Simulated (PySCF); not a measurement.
A calculated (M06-2X, PySCF 2.14, aug-cc-pVDZ, the non-relativistic Hamiltonian (point nucleus)) atom or ion has these occupied shells.

| shell | electrons | orbital energy (eV) | rms radius, mean of both spins (bohr) |
| --- | --- | --- | --- |
| 1s α | 1 | -5919.3 | 0.0743 |
| 1s β | 1 | -5919.3 | 0.0743 |
| 2s α | 1 | -689.92 | 0.320 |
| 2s β | 1 | -687.83 | 0.320 |
| 2p α | 3 | -588.74 | 0.288 |
| 2p β | 3 | -586.88 | 0.288 |
| 3s α | 1 | -89.146 | 0.985 |
| 3s β | 1 | -83.849 | 0.985 |
| 3p α | 3 | -60.377 | 1.06 |
| 3p β | 3 | -53.717 | 1.06 |
| 3d α | 5 | -14.369 | 1.53 |

Problem. Name the element and its charge.

Solution. Cr⁺ (chromium, charge +1), in [Ar] 3d5, high-spin 6S determinant.
